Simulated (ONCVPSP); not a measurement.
# hydrogen ONCV: all-electron and pseudo phase curves

hydrogen (H), optimised norm-conserving Vanderbilt (ONCV), made with ONCVPSP 4.0.1 (LDA (Perdew-Zunger), non-relativistic). Core none, reference 1s1. Waves: 1s: rc 0.85 bohr, ncon 3, nbas 8, qcut 9.7 1/bohr, 2 projectors, debl 0.7 Ha; p scattering state at 0.42 Ha: rc 0.85 bohr, ncon 4, nbas 8, qcut 8.9 1/bohr, local. Local part: the p channel. Core correction: none.

The phase is arctan(r·R′/R) of the radial function R(r), unwrapped; energies in Ha, scanned from -2 to 5 Ha. A pole is an energy at which the radial function vanishes at the test radius. The pseudo phase is shifted by a multiple of π to meet the all-electron one at the reference energy, and phase errors are pseudo minus all-electron; the curves can meet again beyond the range given. Levels narrower than the energy grid can be missing from the lists of poles.

| channel | radius (bohr) | reference energy (Ha) | poles, all-electron | poles, pseudo | unbroken range about the reference energy with phases within 0.05 rad | phase error 1 Ha above the reference energy (rad) |
| --- | --- | --- | --- | --- | --- | --- |
| s | 0.86 | -0.23 | 3.98 | 3.98 | the whole range | -0.000 |
| p | 0.86 | 0.42 | none | none | the whole range | +0.000 |

Phases in the s channel:

```
E (Ha)  all-electron  pseudo
 -1.98         0.252   0.252
 -1.62         0.073   0.072
 -1.26        -0.128  -0.128
 -0.90        -0.337  -0.337
 -0.54        -0.537  -0.537
 -0.18        -0.717  -0.717
  0.18        -0.871  -0.871
  0.54        -0.999  -0.999
  0.90        -1.105  -1.105
  1.26        -1.193  -1.193
  1.62        -1.267  -1.267
  1.98        -1.330  -1.330
  2.34        -1.385  -1.385
  2.70        -1.433  -1.433
  3.06        -1.476  -1.476
  3.42        -1.515  -1.515
  3.78        -1.552  -1.552
  4.14        -1.587  -1.586
  4.50        -1.620  -1.620
  4.86        -1.653  -1.653
```
